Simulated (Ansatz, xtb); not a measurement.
# C5H4Br2: which of two isomers lies lower

Structure X: `BrC1=CC=C(Br)C1`, a singlet. Structure Y: `BrC1(Br)C=CC=C1`, a singlet. Both are isolated molecules in the gas phase, relaxed with r2SCAN-D4/def2-SVP.

X (Å):

```xyz
11

C    -0.5216    0.0563    0.9944
C    -0.7256   -1.2198    0.5820
C    -2.0562   -1.3088   -0.0193
C    -2.6394   -0.0854    0.0375
C    -1.7202    0.9064    0.6888
Br    1.0049    0.7435    1.8327
Br   -4.3417    0.3858   -0.5833
H    -0.0237   -2.0496    0.6767
H    -2.4946   -2.2149   -0.4399
H    -1.4735    1.7492    0.0181
H    -2.1617    1.3479    1.6004
```

Y (Å):

```yaml
atoms:
  - { symbol: C, position_ang: [-1.1563, -0.0190, 1.4043] }
  - { symbol: C, position_ang: [-1.1955, -1.3013, 0.6246] }
  - { symbol: C, position_ang: [-1.8274, -1.0581, -0.5435] }
  - { symbol: C, position_ang: [-2.2312, 0.3594, -0.6021] }
  - { symbol: C, position_ang: [-1.8474, 0.9870, 0.5301] }
  - { symbol: Br, position_ang: [-2.1198, -0.2231, 3.1069] }
  - { symbol: Br, position_ang: [0.7050, 0.5249, 1.7342] }
  - { symbol: H, position_ang: [-0.7683, -2.2320, 0.9969] }
  - { symbol: H, position_ang: [-2.0167, -1.7896, -1.3319] }
  - { symbol: H, position_ang: [-2.7598, 0.8193, -1.4397] }
  - { symbol: H, position_ang: [-1.9819, 2.0285, 0.8209] }
```

Energies in hartree; the thermal terms are from GFN2-xTB frequencies at re-optimised GFN2-xTB minima (ideal gas, soft modes damped towards free rotors, one conformer each, 298.15 K, 1 atm) and include the zero-point energy:

|  | X | Y |
| --- | --- | --- |
| E, CCSD(T)/def2-SVP | −5336.873424 | −5336.865285 |
| E, MP2/def2-SVP | −5336.801805 | −5336.792524 |
| E, MP2/def2-TZVPP | −5337.872587 | −5337.863466 |
| zero-point energy | 0.071053 | 0.070641 |
| H(298 K) − E | 0.079013 | 0.078726 |
| G(298 K) − E | 0.037914 | 0.037413 |

Problem. Correct the CCSD(T) difference for the basis set by the MP2 change, then work out ΔE, ΔE₀, ΔH and ΔG for X → Y in kcal/mol (1 Eh = 627.51 kcal/mol) and the equilibrium ratio [Y]/[X].

Solution. 1. Differences Y − X: CCSD(T) +0.008139, MP2 in the small set +0.009281, MP2 in the large set +0.009121 Eh.
2. ΔE = +0.008139 + (+0.009121 − (+0.009281)) = +0.007979 Eh = +5.01 kcal/mol.
3. ΔE₀ = ΔE + ΔZPE = +0.007979 + (−0.000412) Eh = +4.75 kcal/mol.
4. ΔH = ΔE + (−0.000287) Eh = +4.83 kcal/mol.
5. ΔG = ΔE + (−0.000501) Eh = +4.69 kcal/mol, so ΔS = (ΔH − ΔG)/T = +1.9 J/(mol K).
6. kT = 0.9442 mEh, so K = [Y]/[X] = exp(−ΔG/kT) = exp(−7.92) ≈ 3.6 × 10^−4.

Structure X is favoured at this temperature. An error of 1 kcal/mol in ΔG would change K by a factor of 5.4. Mirror images and further conformers aren't counted.

As drawn, both hold the same kinds of bond in the same numbers.

Other levels gave ΔE = +11.6 (GFN2-xTB); +13.1 (HF/STO-3G, GFN2-xTB geometries); +7.9 (r2SCAN-D4/def2-SVP//GFN2-xTB); +7.6 (r2SCAN-D4/def2-SVP); +6.9 (HF/def2-SVP); +5.8 (MP2/def2-SVP); +5.1 (CCSD(T)/def2-SVP) kcal/mol. The correlated steps freeze 23 core orbitals; the filled d shell of Br is correlated, in a basis made for valence electrons. Programs: Ansatz 0.2.0, xtb 6.7.1.
